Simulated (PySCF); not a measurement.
# Nuclear quadrupole coupling in `FC(F)(F)[SiH2]O[SiH2]O[SiH3]`

CH₇F₃O₂Si₃.
Geometry (GFN2-xTB, Å), atoms numbered from 1 in this order:
```xyz
16
CH7F3O2Si3 angstrom
F      0.7309    0.5286    1.9240
C      1.7157    0.4980    1.0019
F      1.4679    1.5276    0.1636
F      2.8445    0.8353    1.6643
Si     1.8433   -1.2141    0.0826
O      0.4062   -1.5249   -0.5317
Si    -1.1745   -1.3852   -0.9710
O     -1.7123    0.0924   -0.6873
Si    -1.9501    1.6606   -0.2867
H      2.1550   -2.1935    1.1137
H      2.8137   -1.0100   -0.9837
H     -1.1654   -1.6102   -2.4077
H     -1.8824   -2.3155   -0.1069
H     -1.7665    1.7688    1.1555
H     -3.3351    1.9042   -0.6917
H     -0.9984    2.4469   -1.0646
```

Field gradients from the PBE0/pcSseg-1 density (PySCF, non-relativistic), principal values in atomic units, ordered |Vxx| ≤ |Vyy| ≤ |Vzz|:

```json
{"atom": "O6", "Vxx": "-0.4051", "Vyy": "-0.6833", "Vzz": "1.0884"}
{"atom": "O8", "Vxx": "-0.4761", "Vyy": "-0.6464", "Vzz": "1.1226"}
```

**Question.** Find the asymmetry η = (Vxx − Vyy)/Vzz and the couplings χ = eQV/h (234.96 MHz × Q in barn × V in au), with Q(17O) = −0.0256 b.

**Answer.** 
```json
{"atom": "O6", "environment": "siloxane oxygen", "nucleus": "17O", "η": "0.26", "χzz (MHz)": "-6.55", "χxx (MHz)": "2.44", "χyy (MHz)": "4.11"}
{"atom": "O8", "environment": "siloxane oxygen", "nucleus": "17O", "η": "0.15", "χzz (MHz)": "-6.75", "χxx (MHz)": "2.86", "χyy (MHz)": "3.89"}
```

**Question.** What is Vzz at O6 in SI units (1 au = 9.71736 × 10²¹ V/m²)?

**Answer.** 1.0884 au = 10.576 × 10²¹ V/m².

**Question.** And the gradient at the other heavy atoms, for which no coupling is worked out here?

**Answer.** 
```json
{"atom": "F1", "environment": "fluorine of a CF3 group", "Vzz (au)": "2.814", "η": "0.05"}
{"atom": "C2", "environment": "CF3 carbon", "Vzz (au)": "-0.565", "η": "0.01"}
{"atom": "F3", "environment": "fluorine of a CF3 group", "Vzz (au)": "2.809", "η": "0.06"}
{"atom": "F4", "environment": "fluorine of a CF3 group", "Vzz (au)": "2.822", "η": "0.03"}
{"atom": "Si5", "environment": "oxygen-bound silicon", "Vzz (au)": "-0.507", "η": "0.73"}
{"atom": "Si7", "environment": "oxygen-bound silicon", "Vzz (au)": "-0.649", "η": "0.79"}
{"atom": "Si9", "environment": "oxygen-bound silicon", "Vzz (au)": "0.722", "η": "0.08"}
```

Were the hydrogens deuterons (Q(2H) = 0.00286 b), χzz would run from 107 kHz (H15) to 110 kHz (H13 and H12).

The structure is a single GFN2-xTB conformer in the gas phase; no vibrational or solvent corrections. GFN2-xTB bond lengths can be off by several hundredths of an ångström, more for odd bonds, and the gradients follow them. With so small a basis the couplings can be 20 % off.
